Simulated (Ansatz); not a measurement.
Zn₃S₃⁻, relaxed as a doublet with UKS B3LYP-D4/def2-SVPD in Ansatz, starting from the GFN1-xTB geometry. Force threshold 0.02 eV/Å.

Another isomer (doublet) lies 1.39 eV lower at PBE0-D4/def2-TZVPD; other spin states weren't run for this one.

Start:

```csv
atom,x (Å),y (Å),z (Å)
Zn1,-0.868,-2.273,-2.200
Zn2,1.339,3.752,3.806
Zn3,0.130,0.735,0.735
S4,0.607,2.200,2.253
S5,-1.243,-3.671,-3.727
S6,0.034,-0.743,-0.868
```

(1) Estimate the energy that the relaxation releases and the steps that it takes.

(2) Does the start keep its bonding?

(3) Predict the relaxed structure.

Answers

(1) 92.4 kJ/mol, in 17 steps; 3.1 min on 4 threads of Arm Neoverse V2 on a shared host. The force fell under the threshold at step 16, but the optimiser went on. No frequencies were taken in this run, so the end may be a saddle point.

(2) By distances, no bond broke or formed. The bond that changes most is Zn3–S4, from 2.16 to 2.20 Å (atoms count from 1).

(3) 
```xyz
6

Zn   -0.3092   -1.7277   -1.8210
Zn    1.1772    2.6850    3.0555
Zn    0.2966    0.6362    0.3897
S    -0.6548    1.7871    2.0006
S    -1.8976   -2.9797   -2.4529
S     1.3879   -0.4009   -1.1719
```
Bond lengths (bridged metal pairs left out): 5 × S–Zn 2.12 to 2.30 Å.
